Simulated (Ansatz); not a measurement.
```xyz
4

P     0.0000    0.0000    0.1406
H     1.2922    0.0000   -0.7030
H    -0.6461    1.1191   -0.7030
H    -0.6461   -1.1191   -0.7030
```

Basis set: 6-31G* (spherical functions). Correlated methods keep 5 orbitals frozen. Charge 0, multiplicity 1.

Computed with Ansatz (development build ahead of 0.2.0); each method stands on the lowest determinant of its kind that the runs found. Restricted open shells among the atoms or ions are ROHF, correlated in semicanonical orbitals with singles.

The atomization energy at this shape (free ground-state atoms in the same class of orbitals less the molecule, no zero-point energy) of singlet PH₃:

| method | atomization energy |
| --- | --- |
| RHF | 6.58 eV |

(1) What does RHF-MP2 give?

## Answers

(1) 7.98 eV. Caution: the shape is not the minimum.
